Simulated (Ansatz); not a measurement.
Born–Oppenheimer molecular dynamics of CH₇BCl₂Si (12 atoms, charge 0, multiplicity 1). It starts at the highest image of a converged band, a first-order saddle point between two minima.

Theory: RKS PBE-D4/6-31G* in Ansatz 0.2.0.

* ensemble: NVE (velocity Verlet)
* time step: 0.5 fs
* steps asked: 200
* starting velocities drawn for: 100 K
* seed: 6422

First frame:

```xyz
12
Properties=species:S:1:pos:R:3
B -0.106 -0.461 0.540
Si 1.248 1.189 0.375
Cl 0.975 -1.924 0.698
Cl -1.214 -0.010 1.919
H -0.177 0.164 -0.558
C -1.179 -0.793 -0.879
H 0.552 2.509 0.216
H 1.938 1.125 1.699
H 2.243 1.023 -0.737
H -1.675 -1.638 -0.376
H -0.669 -1.158 -1.783
H -1.935 -0.027 -1.113
```

Problem. How far do the bonds stretch over the last three quarters of this one trajectory? (Pairs bonded in most of those frames.)

Solution. 
```csv
bond,mean (Å),spread (Å),shortest,longest
B1–Si2,2.048,0.066,1.92,2.11
B1–Cl3,1.783,0.035,1.72,1.83
B1–Cl4,1.782,0.031,1.72,1.83
Si2–H7,1.506,0.045,1.44,1.57
Si2–H8,1.504,0.006,1.49,1.52
Si2–H9,1.503,0.015,1.48,1.53
H5–C6,1.110,0.024,1.08,1.17
C6–H10,1.099,0.006,1.09,1.11
C6–H11,1.101,0.012,1.08,1.12
C6–H12,1.102,0.016,1.08,1.13
```

Mean temperature of the second half: 816 K. The conserved energy stayed within 0.065 meV per atom of its start (net change 0.0091 meV per atom), so the integration is sound. The system heated up, since it started high on the potential surface and ran downhill. A run of 0.1 ps of so small a system gives no equilibrium averages. The orbitals stay closed-shell, which can raise the energy where a bond breaks towards radicals; this wasn't checked here.

Run time: 6.5 min on 2 threads of Arm Neoverse V2 (shared host), peak memory 0.15 GiB.
